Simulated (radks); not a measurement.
Task: Species: Cr3+. Configuration: [Ar] 3d2.5 4d0.5 (fractional occupations, a model configuration). Calculated with a radial shooting solver on a logarithmic mesh with Libxc functionals: non-relativistic Kohn-Sham, PBE, spin-polarised, spherical densities, point nucleus; open shells are filled with parallel spins first. Some entries of the table are withheld. Estimate them.

orbital  occ.  eigenvalue (eV)  <r^2> (bohr^2)  r(max) (bohr)
1s down     1        -5879.546        0.005527        0.04224
1s up       1        -5879.532        0.005527        0.04224
2s up       1        -705.2037          0.1036         0.2462
2s down     1        -703.9293          0.1033         0.2460
2p up       3        -606.0986         0.08391         0.1989
2p down     3        -605.1386         0.08361         0.1988
3s up       1        -117.9912          0.9081         0.7771
3s down     1        -114.8736          0.9130         0.7778
3p up       3         -90.0261             (1)         0.7896
3p down     3         -86.9585             (2)         0.7907
3d up     2.5         -45.4540           1.381         0.7764
3d down     0         -42.4866           1.426         0.7818
4s up       0         -31.5962           6.371          2.144
4s down     0         -29.6789           6.272          2.144
4p up       0         -25.1850           8.166          2.407
4d up     0.5         -16.2662           14.11          3.221

Result: 
(1) 3p up <r^2> (bohr^2): 1.011
(2) 3p down <r^2> (bohr^2): 1.020
